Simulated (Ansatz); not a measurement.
Ansatz (a quantum-chemistry and plane-wave program) input (B3LYP-D3(BJ)/def2-TZVP):

Ansatz 0.2 input:
```yaml
crystal:
  periodic: [false, false, false]
  atoms:
    - {symbol: C, position_ang: [-2.43277278, 0.10579874, -0.05190472]}
    - {symbol: C, position_ang: [-0.99922782, 0.58830399, -0.06370154]}
    - {symbol: C, position_ang: [-0.11162489, -0.35959088, 0.02596769]}
    - {symbol: Cl, position_ang: [1.76201171, -0.03261829, 0.03417021]}
    - {symbol: H, position_ang: [-2.95616935, 0.42684390, -0.96185182]}
    - {symbol: H, position_ang: [-2.98740826, 0.56219915, 0.77821323]}
    - {symbol: H, position_ang: [-2.57697373, -0.99583124, 0.03119948]}
    - {symbol: H, position_ang: [-0.17189485, -1.44577189, 0.10937695]}
basis:
  gaussian:
    orbitals: def2-TZVP
hamiltonian:
  xc: b3lyp
  dispersion: d3bj
total_charge: -1
phonons: {temperatures: {t_min: 298.15, t_max: 298.15, t_step: 100}}
```

Output:

```
Functional definition: B3LYP
integrals: 0.06 GiB planned
979 factors; their error is unknown
mean field: 0.61 GiB planned
mean field evaluation 1: about -15693.1708 eV, gradient 5.0e1 eV
mean field evaluation 2: about -15677.9291 eV, gradient 8.6e1 eV
mean field evaluation 4: about -15699.2657 eV, gradient 9.4e0 eV
mean field evaluation 8: about -15699.4700 eV, gradient 1.5e-1 eV
mean field evaluation 16: about -15699.4910 eV, gradient 3.8e-4 eV
mean field -15699.49097158 eV, -576.9456517082 hartree, gradient 3.7e-5 eV, S^2 0.000000; 0 other end points of the search recorded, 0 dependent functions left out
the calculation of the forces begins
reference -15699.49121109 eV, -576.9456605101 hartree; 20, 20 occupied and 134, 134 virtual orbitals, 979 factors
these checks for a lower state are left out or cut short: stability, starts, cluster_reference, orbital_swaps, neighbouring_geometries, increment
integrals: 0.06 GiB planned
979 factors; their error is unknown
mean field: 0.61 GiB planned
mean field -15699.49083697 eV, -576.9456467615 hartree, gradient 2.5e-6 eV, S^2 0.000000; 0 other end points of the search recorded, 0 dependent functions left out
the calculation of the forces begins
reference -15699.49107659 eV, -576.9456555674 hartree; 20, 20 occupied and 134, 134 virtual orbitals, 979 factors
these checks for a lower state are left out or cut short: stability, starts, cluster_reference, orbital_swaps, neighbouring_geometries, increment
integrals: 0.06 GiB planned
979 factors; their error is unknown
mean field: 0.61 GiB planned
mean field evaluation 32: about -15699.4908 eV, gradient 5.9e-3 eV
mean field -15699.49082686 eV, -576.9456463901 hartree, gradient 2.5e-6 eV, S^2 0.000000; 0 other end points of the search recorded, 0 dependent functions left out
the calculation of the forces begins
reference -15699.49106627 eV, -576.9456551880 hartree; 20, 20 occupied and 134, 134 virtual orbitals, 979 factors
these checks for a lower state are left out or cut short: stability, starts, cluster_reference, orbital_swaps, neighbouring_geometries, increment
integrals: 0.06 GiB planned
979 factors; their error is unknown
mean field: 0.61 GiB planned
mean field -15699.49080845 eV, -576.9456457136 hartree, gradient 2.5e-6 eV, S^2 0.000000; 0 other end points of the search recorded, 0 dependent functions left out
the calculation of the forces begins
reference -15699.49104797 eV, -576.9456545155 hartree; 20, 20 occupied and 134, 134 virtual orbitals, 979 factors
these checks for a lower state are left out or cut short: stability, starts, cluster_reference, orbital_swaps, neighbouring_geometries, increment
integrals: 0.06 GiB planned
979 factors; their error is unknown
mean field: 0.61 GiB planned
mean field -15699.49084965 eV, -576.9456472275 hartree, gradient 2.5e-6 eV, S^2 0.000000; 0 other end points of the search recorded, 0 dependent functions left out
the calculation of the forces begins
reference -15699.49108916 eV, -576.9456560292 hartree; 20, 20 occupied and 134, 134 virtual orbitals, 979 factors
these checks for a lower state are left out or cut short: stability, starts, cluster_reference, orbital_swaps, neighbouring_geometries, increment
integrals: 0.06 GiB planned
979 factors; their error is unknown
mean field: 0.61 GiB planned
mean field -15699.49087483 eV, -576.9456481529 hartree, gradient 2.5e-6 eV, S^2 0.000000; 0 other end points of the search recorded, 0 dependent functions left out
the calculation of the forces begins
reference -15699.49111431 eV, -576.9456569535 hartree; 20, 20 occupied and 134, 134 virtual orbitals, 979 factors
these checks for a lower state are left out or cut short: stability, starts, cluster_reference, orbital_swaps, neighbouring_geometries, increment
integrals: 0.06 GiB planned
[...]
reference -15699.49114846 eV, -576.9456582086 hartree; 20, 20 occupied and 134, 134 virtual orbitals, 979 factors
these checks for a lower state are left out or cut short: stability, starts, cluster_reference, orbital_swaps, neighbouring_geometries, increment
integrals: 0.06 GiB planned
979 factors; their error is unknown
mean field: 0.61 GiB planned
mean field -15699.49091955 eV, -576.9456497961 hartree, gradient 2.5e-6 eV, S^2 0.000000; 0 other end points of the search recorded, 0 dependent functions left out
the calculation of the forces begins
reference -15699.49115903 eV, -576.9456585972 hartree; 20, 20 occupied and 134, 134 virtual orbitals, 979 factors
these checks for a lower state are left out or cut short: stability, starts, cluster_reference, orbital_swaps, neighbouring_geometries, increment
integrals: 0.06 GiB planned
979 factors; their error is unknown
mean field: 0.61 GiB planned
mean field -15699.49096061 eV, -576.9456513053 hartree, gradient 2.5e-6 eV, S^2 0.000000; 0 other end points of the search recorded, 0 dependent functions left out
the calculation of the forces begins
reference -15699.49120014 eV, -576.9456601079 hartree; 20, 20 occupied and 134, 134 virtual orbitals, 979 factors
these checks for a lower state are left out or cut short: stability, starts, cluster_reference, orbital_swaps, neighbouring_geometries, increment
integrals: 0.06 GiB planned
979 factors; their error is unknown
mean field: 0.61 GiB planned
mean field evaluation 160: about -15699.4910 eV, gradient 2.5e-6 eV
mean field -15699.49095573 eV, -576.9456511260 hartree, gradient 2.5e-6 eV, S^2 0.000000; 0 other end points of the search recorded, 0 dependent functions left out
the calculation of the forces begins
reference -15699.49119525 eV, -576.9456599279 hartree; 20, 20 occupied and 134, 134 virtual orbitals, 979 factors
these checks for a lower state are left out or cut short: stability, starts, cluster_reference, orbital_swaps, neighbouring_geometries, increment
integrals: 0.06 GiB planned
979 factors; their error is unknown
mean field: 0.61 GiB planned
mean field -15699.49094452 eV, -576.9456507138 hartree, gradient 2.5e-6 eV, S^2 0.000000; 0 other end points of the search recorded, 0 dependent functions left out
the calculation of the forces begins
reference -15699.49118402 eV, -576.9456595156 hartree; 20, 20 occupied and 134, 134 virtual orbitals, 979 factors
these checks for a lower state are left out or cut short: stability, starts, cluster_reference, orbital_swaps, neighbouring_geometries, increment
integrals: 0.06 GiB planned
979 factors; their error is unknown
mean field: 0.61 GiB planned
mean field -15699.49089175 eV, -576.9456487748 hartree, gradient 2.5e-6 eV, S^2 0.000000; 0 other end points of the search recorded, 0 dependent functions left out
the calculation of the forces begins
reference -15699.49113124 eV, -576.9456575756 hartree; 20, 20 occupied and 134, 134 virtual orbitals, 979 factors
these checks for a lower state are left out or cut short: stability, starts, cluster_reference, orbital_swaps, neighbouring_geometries, increment
integrals: 0.06 GiB planned
979 factors; their error is unknown
mean field: 0.61 GiB planned
mean field -15699.49090882 eV, -576.9456494020 hartree, gradient 2.5e-6 eV, S^2 0.000000; 0 other end points of the search recorded, 0 dependent functions left out
the calculation of the forces begins
reference -15699.49114836 eV, -576.9456582048 hartree; 20, 20 occupied and 134, 134 virtual orbitals, 979 factors
these checks for a lower state are left out or cut short: stability, starts, cluster_reference, orbital_swaps, neighbouring_geometries, increment
integrals: 0.06 GiB planned
979 factors; their error is unknown
mean field: 0.61 GiB planned
mean field -15699.49088279 eV, -576.9456484454 hartree, gradient 2.5e-6 eV, S^2 0.000000; 0 other end points of the search recorded, 0 dependent functions left out
the calculation of the forces begins
reference -15699.49112223 eV, -576.9456572446 hartree; 20, 20 occupied and 134, 134 virtual orbitals, 979 factors
these checks for a lower state are left out or cut short: stability, starts, cluster_reference, orbital_swaps, neighbouring_geometries, increment
integrals: 0.06 GiB planned
979 factors; their error is unknown
mean field: 0.61 GiB planned
mean field evaluation 192: about -15699.4906 eV, gradient 4.1e-1 eV
mean field -15699.49089386 eV, -576.9456488521 hartree, gradient 2.5e-6 eV, S^2 0.000000; 0 other end points of the search recorded, 0 dependent functions left out
the calculation of the forces begins
reference -15699.49113344 eV, -576.9456576567 hartree; 20, 20 occupied and 134, 134 virtual orbitals, 979 factors
these checks for a lower state are left out or cut short: stability, starts, cluster_reference, orbital_swaps, neighbouring_geometries, increment
integrals: 0.06 GiB planned
979 factors; their error is unknown
mean field: 0.61 GiB planned
mean field -15699.49094246 eV, -576.9456506382 hartree, gradient 2.5e-6 eV, S^2 0.000000; 0 other end points of the search recorded, 0 dependent functions left out
the calculation of the forces begins
reference -15699.49118196 eV, -576.9456594397 hartree; 20, 20 occupied and 134, 134 virtual orbitals, 979 factors
these checks for a lower state are left out or cut short: stability, starts, cluster_reference, orbital_swaps, neighbouring_geometries, increment
integrals: 0.06 GiB planned
979 factors; their error is unknown
mean field: 0.61 GiB planned
mean field -15699.49097141 eV, -576.9456517022 hartree, gradient 2.5e-6 eV, S^2 0.000000; 0 other end points of the search recorded, 0 dependent functions left out
the calculation of the forces begins
reference -15699.49121093 eV, -576.9456605043 hartree; 20, 20 occupied and 134, 134 virtual orbitals, 979 factors
these checks for a lower state are left out or cut short: stability, starts, cluster_reference, orbital_swaps, neighbouring_geometries, increment
integrals: 0.06 GiB planned
979 factors; their error is unknown
mean field: 0.61 GiB planned
mean field -15699.49085572 eV, -576.9456474504 hartree, gradient 2.5e-6 eV, S^2 0.000000; 0 other end points of the search recorded, 0 dependent functions left out
the calculation of the forces begins
reference -15699.49109525 eV, -576.9456562531 hartree; 20, 20 occupied and 134, 134 virtual orbitals, 979 factors
these checks for a lower state are left out or cut short: stability, starts, cluster_reference, orbital_swaps, neighbouring_geometries, increment
integrals: 0.06 GiB planned
979 factors; their error is unknown
mean field: 0.61 GiB planned
mean field evaluation 224: about -15699.4909 eV, gradient 5.9e-3 eV
mean field -15699.49089164 eV, -576.9456487708 hartree, gradient 2.5e-6 eV, S^2 0.000000; 0 other end points of the search recorded, 0 dependent functions left out
the calculation of the forces begins
reference -15699.49113113 eV, -576.9456575719 hartree; 20, 20 occupied and 134, 134 virtual orbitals, 979 factors
these checks for a lower state are left out or cut short: stability, starts, cluster_reference, orbital_swaps, neighbouring_geometries, increment
integrals: 0.06 GiB planned
979 factors; their error is unknown
mean field: 0.61 GiB planned
mean field -15699.49096900 eV, -576.9456516136 hartree, gradient 2.5e-6 eV, S^2 0.000000; 0 other end points of the search recorded, 0 dependent functions left out
the calculation of the forces begins
reference -15699.49120850 eV, -576.9456604151 hartree; 20, 20 occupied and 134, 134 virtual orbitals, 979 factors
these checks for a lower state are left out or cut short: stability, starts, cluster_reference, orbital_swaps, neighbouring_geometries, increment
integrals: 0.06 GiB planned
979 factors; their error is unknown
mean field: 0.61 GiB planned
mean field -15699.49095452 eV, -576.9456510813 hartree, gradient 2.5e-6 eV, S^2 0.000000; 0 other end points of the search recorded, 0 dependent functions left out
the calculation of the forces begins
reference -15699.49119404 eV, -576.9456598835 hartree; 20, 20 occupied and 134, 134 virtual orbitals, 979 factors
Total energy: -15699.74379552 eV, -576.9549428169 hartree
Atom 0 at    -2.432773     0.105799    -0.051905 Å, force     0.001172    -0.000194     0.000036 eV/Å
Atom 1 at    -0.999228     0.588304    -0.063702 Å, force     0.000005    -0.000861     0.000067 eV/Å
Atom 2 at    -0.111625    -0.359591     0.025968 Å, force    -0.000227     0.000820    -0.000068 eV/Å
Atom 3 at     1.762012    -0.032618     0.034170 Å, force    -0.000109     0.000422    -0.000035 eV/Å
Atom 4 at    -2.956169     0.426844    -0.961852 Å, force    -0.000070     0.000126    -0.000364 eV/Å
Atom 5 at    -2.987408     0.562199     0.778213 Å, force    -0.000083     0.000180     0.000337 eV/Å
Atom 6 at    -2.576974    -0.995831     0.031199 Å, force    -0.000271     0.000062    -0.000010 eV/Å
Atom 7 at    -0.171895    -1.445772     0.109377 Å, force    -0.000418    -0.000555     0.000036 eV/Å
Dipole moment:    -0.033820    -0.459975     0.035173 e Å
Vibrations: 192.02 194.72 244.16 285.01 648.74 711.58 941.06 1014.88 1043.78 1191.05 1368.43 1467.05 1471.55 1575.53 2783.10 2975.00 2991.61 3029.97 cm⁻¹, zero-point energy 1.495823 eV
```

It need not be the lowest isomer of its formula. Whether it binds its extra electron was not tested at this geometry.
